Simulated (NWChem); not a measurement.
Everything below was run with NWChem. System: H2Si2, charge 0, spin multiplicity 1, displaced from the optimised geometry. The structure started from a generated list of species. Level: RHF/cc-pVDZ, spin-restricted.

Part of the output:

```
             Northwest Computational Chemistry Package (NWChem) 7.3.0
             --------------------------------------------------------

                                NWChem Input Module
                                -------------------

 Scaling coordinates for geometry "geometry" by  1.889725989
 (inverse scale =  0.529177249)

                             Geometry "geometry" -> ""
                             -------------------------

 Output coordinates in angstroms (scale by  1.889725989 to convert to a.u.)

  No.       Tag          Charge          X              Y              Z
 ---- ---------------- ---------- -------------- -------------- --------------
    1 Si                  14.0000     0.00000000     0.00000000     0.97397900
    2 Si                  14.0000     0.00000000     0.00000000    -1.23215400
    3 H                    1.0000    -1.23891800     0.00000000     1.80722000
    4 H                    1.0000     1.13980400     0.00000000     1.74056100

 Effective nuclear repulsion energy (a.u.)      62.1757648634

            Nuclear Dipole moment (a.u.)
            ----------------------------
        X                 Y               Z
 ---------------- ---------------- ----------------
    -0.1872983016     0.0000000000    -0.1259861419


 Summary of "ao basis" -> "" (spherical)
 ------------------------------------------------------------------------------
       Tag                 Description            Shells   Functions and Types
 ---------------- ------------------------------  ------  ---------------------
 *                          cc-pvdz                   on all atoms

 Summary of "ao basis" -> "ao basis" (spherical)
 ------------------------------------------------------------------------------
       Tag                 Description            Shells   Functions and Types
 ---------------- ------------------------------  ------  ---------------------
 Si                         cc-pvdz                  8       18   4s3p1d
 H                          cc-pvdz                  3        5   2s1p

                                 NWChem SCF Module
                                 -----------------

  ao basis        = "ao basis"
  functions       =    46
  atoms           =     4
  closed shells   =    15
  open shells     =     0
  charge          =   0.00
  wavefunction    = RHF
  use symmetry    = F
  symmetry adapt  = F

 Summary of "ao basis" -> "ao basis" (spherical)
[...]
 Vector   13  Occ=2.000000D+00  E=-5.053449D-01
              MO Center= -2.4D-01,  2.7D-17,  1.5D+00, r^2= 2.1D+00
   Bfn.  Coefficient  Atom+Function         Bfn.  Coefficient  Atom+Function
  ----- ------------  ---------------      ----- ------------  ---------------
    37     -0.340726  3 H  s                  8      0.323383  1 Si px
    42      0.290960  4 H  s                 38     -0.191677  3 H  s
    11      0.157483  1 Si px                43      0.157259  4 H  s

 Vector   14  Occ=2.000000D+00  E=-3.490143D-01
              MO Center= -1.2D-02,  2.3D-16, -9.4D-01, r^2= 3.2D+00
   Bfn.  Coefficient  Atom+Function         Bfn.  Coefficient  Atom+Function
  ----- ------------  ---------------      ----- ------------  ---------------
    22      0.411759  2 Si s                 28     -0.364769  2 Si pz
    31     -0.286972  2 Si pz                10      0.271406  1 Si pz
    21      0.225997  2 Si s                  4     -0.172970  1 Si s
    13      0.164877  1 Si pz

 Vector   15  Occ=2.000000D+00  E=-2.712520D-01
              MO Center=  1.3D-03,  4.0D-16, -1.7D-01, r^2= 3.2D+00
   Bfn.  Coefficient  Atom+Function         Bfn.  Coefficient  Atom+Function
  ----- ------------  ---------------      ----- ------------  ---------------
    30      0.371702  2 Si py                12      0.357007  1 Si py
    27      0.315445  2 Si py                 9      0.284925  1 Si py

 Vector   16  Occ=0.000000D+00  E=-2.866932D-03
              MO Center= -5.4D-03, -4.8D-17, -9.8D-01, r^2= 3.3D+00
   Bfn.  Coefficient  Atom+Function         Bfn.  Coefficient  Atom+Function
  ----- ------------  ---------------      ----- ------------  ---------------
    29      0.667916  2 Si px                26      0.330909  2 Si px
    38      0.207207  3 H  s                 43     -0.201033  4 H  s
    11      0.179823  1 Si px

 Vector   17  Occ=0.000000D+00  E= 4.764665D-02
              MO Center=  1.9D-03,  2.3D-16, -5.1D-02, r^2= 4.9D+00
   Bfn.  Coefficient  Atom+Function         Bfn.  Coefficient  Atom+Function
  ----- ------------  ---------------      ----- ------------  ---------------
    12      0.708491  1 Si py                30     -0.677492  2 Si py
    27     -0.266810  2 Si py                 9      0.258595  1 Si py

 Vector   18  Occ=0.000000D+00  E= 1.605651D-01
              MO Center= -8.9D-02,  3.9D-17, -1.0D-01, r^2= 6.5D+00
   Bfn.  Coefficient  Atom+Function         Bfn.  Coefficient  Atom+Function
  ----- ------------  ---------------      ----- ------------  ---------------
     4      2.302137  1 Si s                 31     -1.365126  2 Si pz
    22     -1.212155  2 Si s                 38     -0.741707  3 H  s
    13     -0.737994  1 Si pz                43     -0.550044  4 H  s
    28     -0.169840  2 Si pz                11     -0.163269  1 Si px
     3      0.157522  1 Si s

 center of mass
 --------------
 x =  -0.00325626 y =   0.00000000 z =  -0.11890025

 moments of inertia (a.u.)
 ------------------
         268.293839772131           0.000000000000           0.940547383128
           0.000000000000         278.493068886582           0.000000000000
           0.940547383128           0.000000000000          10.199229114451

  Mulliken analysis of the total density
  --------------------------------------

    Atom       Charge   Shell Charges
 -----------   ------   -------------------------------------------------------
    1 Si  14    13.89   2.00  2.01  0.75  0.48  6.00  1.45  1.07  0.14
    2 Si  14    13.95   2.00  2.01  0.95  0.87  6.00  1.01  1.03  0.08
    3 H    1     1.07   0.71  0.35  0.01
    4 H    1     1.09   0.76  0.31  0.02

       Multipole analysis of the density wrt the origin
       ------------------------------------------------

     L   x y z        total         open         nuclear
     -   - - -        -----         ----         -------
     0   0 0 0     -0.000000      0.000000     30.000000

     1   1 0 0      0.043730      0.000000     -0.187298
     1   0 1 0     -0.000000      0.000000      0.000000
     1   0 0 1      0.240118      0.000000     -0.125986

     2   2 0 0    -19.197196      0.000000     10.120650
     2   1 1 0      0.000000      0.000000      0.000000
     2   1 0 1      0.154185      0.000000     -0.910975
     2   0 2 0    -23.561193      0.000000      0.000000
     2   0 1 1      0.000000      0.000000      0.000000
     2   0 0 2    -22.635625      0.000000    145.811329

 Task  times  cpu:        1.1s     wall:        1.1s

 Total times  cpu:        1.1s     wall:        1.1s
```

Question: Write an NWChem input that would produce this output.

Answer: This is not unique; one that fits is 
```
start mol
memory heap 200 mb stack 900 mb global 1100 mb
geometry units angstroms nocenter noautoz noautosym
  Si     0.000000     0.000000     0.973979
  Si     0.000000     0.000000    -1.232154
  H     -1.238918     0.000000     1.807220
  H      1.139804     0.000000     1.740561
end
basis spherical
  * library cc-pvdz
end
scf
  rhf
  nopen 0
  maxiter 100
  thresh 1e-7
  semidirect memsize 60000000 filesize 0
end
task scf energy
```
